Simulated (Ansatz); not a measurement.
CH$_{6}$BNSi, SMILES `[SiH3]C1BN1`. The species carries charge 0 and has multiplicity 1. All single points use the PBE0-D4/def2-TZVP geometry.

```xyz
10

Si   -0.303   -0.098   -1.404
C    -0.188    0.545    0.341
B    -0.185   -0.422    1.581
N     0.962    0.150    1.193
H     0.702    0.531   -2.310
H    -0.058   -1.568   -1.410
H    -1.656    0.179   -1.958
H    -0.532    1.571    0.493
H    -0.695   -1.158    2.352
H     1.954    0.271    1.121
```

What is the dipole moment at r2SCAN/def2-TZVPP? (Best estimate.)

Computed: 1.40 D, with components (1.09, 0.40, 0.79) D in this frame, pointing from negative to positive charge.

And with PBE, B3LYP, ωB97M-V? (Best estimate.)

Ansatz gave: PBE 1.44 D, B3LYP 1.33 D, ωB97M-V 1.34 D.

Give the Mulliken charges with r2SCAN, ωB97M-V, B3LYP in def2-TZVPP. (Estimate.)

Computed: 
```json
{"atom": "Si1", "r2SCAN": "0.29", "ωB97M-V": "0.19", "B3LYP": "0.28"}
{"atom": "C2", "r2SCAN": "-0.10", "ωB97M-V": "-0.22", "B3LYP": "-0.15"}
{"atom": "B3", "r2SCAN": "-0.03", "ωB97M-V": "-0.06", "B3LYP": "-0.05"}
{"atom": "N4", "r2SCAN": "-0.18", "ωB97M-V": "-0.15", "B3LYP": "-0.16"}
{"atom": "H5", "r2SCAN": "-0.08", "ωB97M-V": "-0.04", "B3LYP": "-0.08"}
{"atom": "H6", "r2SCAN": "-0.08", "ωB97M-V": "-0.04", "B3LYP": "-0.08"}
{"atom": "H7", "r2SCAN": "-0.08", "ωB97M-V": "-0.04", "B3LYP": "-0.08"}
{"atom": "H8", "r2SCAN": "0.06", "ωB97M-V": "0.10", "B3LYP": "0.08"}
{"atom": "H9", "r2SCAN": "0.02", "ωB97M-V": "0.10", "B3LYP": "0.05"}
{"atom": "H10", "r2SCAN": "0.19", "ωB97M-V": "0.14", "B3LYP": "0.18"}
```

B3LYP here is the variant with VWN-RPA as its local correlation; programs differ in this.
